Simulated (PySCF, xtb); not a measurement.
C2H8O2Si2, SMILES O[Si@@H]1OC[SiH2]C1. The values are those of a single conformer.

Harmonic wavenumbers (cm⁻¹) from GFN2-xTB (xtb) at its own minimum, in rising order: 43, 132, 148, 198, 276, 328, 437, 462, 537, 626, 637, 657, 678, 711, 734, 766, 767, 784, 788, 841, 923, 973, 1094, 1107, 1193, 1269, 1465, 1481, 2226, 2244, 2317, 2901, 2945, 2997, 3020, 3661.

What does PBE-D3(BJ)/def2-SVP (PySCF) give at its own minimum? (The exact figures need the calculation; the answer reports its results.)

43, 115, 178, 243, 304, 343, 412, 485, 534, 621, 639, 678, 686, 714, 736, 784, 808, 848, 871, 888, 915, 946, 965, 1061, 1189, 1229, 1322, 1413, 2147, 2160, 2214, 2935, 3002, 3004, 3079, 3761. Paired by order, the mean absolute difference is 41 cm⁻¹ and the zero-point energies are 60.6 and 60.4 kcal/mol.
